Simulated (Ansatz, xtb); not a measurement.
## C4H5BrOSi: which of two isomers lies lower

We compare I, `OC1=C[SiH](Br)C=C1`, a singlet, with II, `OC1=CC=C[SiH]1Br`, a singlet. Both are isolated molecules in the gas phase, relaxed with PBE0-D3(BJ)/def2-SVP; the shapes shown needn't be the lowest conformers.

I (Å):

```xyz
12

C     0.4510    0.5540    1.2586
C     0.2390    1.3733    0.1992
C     1.2877   -1.0820   -0.2986
C     1.0248   -0.7922    0.9870
Br    2.4899    1.3302   -2.3905
O     0.2103    0.7962    2.5529
Si    0.7678    0.4218   -1.2906
H    -0.1487    1.6866    2.6479
H    -0.1699    2.3808    0.2904
H    -0.2788    0.1610   -2.3176
H     1.7163   -2.0332   -0.6183
H     1.2019   -1.4578    1.8383
```

II (Å):

```yaml
atoms:
  - { symbol: C, position_ang: [-0.2090, 0.2785, 0.7679] }
  - { symbol: C, position_ang: [-0.0583, 1.3584, -0.0337] }
  - { symbol: C, position_ang: [1.2296, 1.4431, -0.7438] }
  - { symbol: C, position_ang: [2.1553, 0.4684, -0.5733] }
  - { symbol: Br, position_ang: [1.0364, -2.7839, 0.0422] }
  - { symbol: O, position_ang: [-1.3166, 0.0237, 1.4793] }
  - { symbol: Si, position_ang: [1.4282, -0.6781, 0.6771] }
  - { symbol: H, position_ang: [-1.2524, -0.8512, 1.8771] }
  - { symbol: H, position_ang: [-0.8372, 2.1127, -0.1728] }
  - { symbol: H, position_ang: [1.4043, 2.3008, -1.4040] }
  - { symbol: H, position_ang: [3.1254, 0.4692, -1.0696] }
  - { symbol: H, position_ang: [2.1261, -0.7665, 1.9908] }
```

Estimate E(II) − E(I) at the level CCSD(T)/def2-SVP + ΔMP2/def2-TZVPP.

Calculated at CCSD(T)/def2-SVP + ΔMP2/def2-TZVPP: E(II) − E(I) = +8.1 kcal/mol, so structure I lies lower.

Level by level:

| level | geometry | E(II) − E(I) (kcal/mol) | departure from the last row (kcal/mol) | job, with rough time for the two |
| --- | --- | --- | --- | --- |
| GFN2-xTB | GFN2-xTB | +5.1 | −3.0 | optimisation, 0.14 s |
| HF/STO-3G | GFN2-xTB | +6.4 | −1.7 | single point, 0.74 s |
| r2SCAN-D4/def2-SVP | GFN2-xTB | +7.5 | −0.6 | single point, 6.9 s |
| PBE0-D3(BJ)/def2-SVP | PBE0-D3(BJ)/def2-SVP | +7.4 | −0.7 | optimisation, 59 s |
| HF/def2-SVP | PBE0-D3(BJ)/def2-SVP | +9.9 | +1.8 | part of the CCSD(T) run |
| MP2/def2-SVP | PBE0-D3(BJ)/def2-SVP | +8.8 | +0.7 | part of the CCSD(T) run |
| CCSD(T)/def2-SVP | PBE0-D3(BJ)/def2-SVP | +8.3 | +0.2 | single point |
| CCSD(T)/def2-SVP + ΔMP2/def2-TZVPP | PBE0-D3(BJ)/def2-SVP | +8.1 |  | single point, 2.3 min |

As drawn, both hold the same kinds of bond in the same numbers.

The levels shown agree on the order. The largest departure from CCSD(T)/def2-SVP + ΔMP2/def2-TZVPP is that of GFN2-xTB, 3.0 kcal/mol. The last row adds to CCSD(T) the change of the MP2 difference between the two basis sets, here −0.2 kcal/mol.

With thermal terms from frequencies at re-optimised GFN2-xTB minima (ideal gas, soft modes damped towards free rotors, one conformer each, 298.15 K, 1 atm): the zero-point term adds −0.2 kcal/mol; ΔH is +8.1 and ΔG +7.8 kcal/mol.

The correlated steps freeze 19 core orbitals; the filled d shell of Br is correlated, in a basis made for valence electrons. Run with Ansatz 0.2.0, xtb 6.7.1; the last row on 2 threads of Arm Neoverse V2 on a shared host.
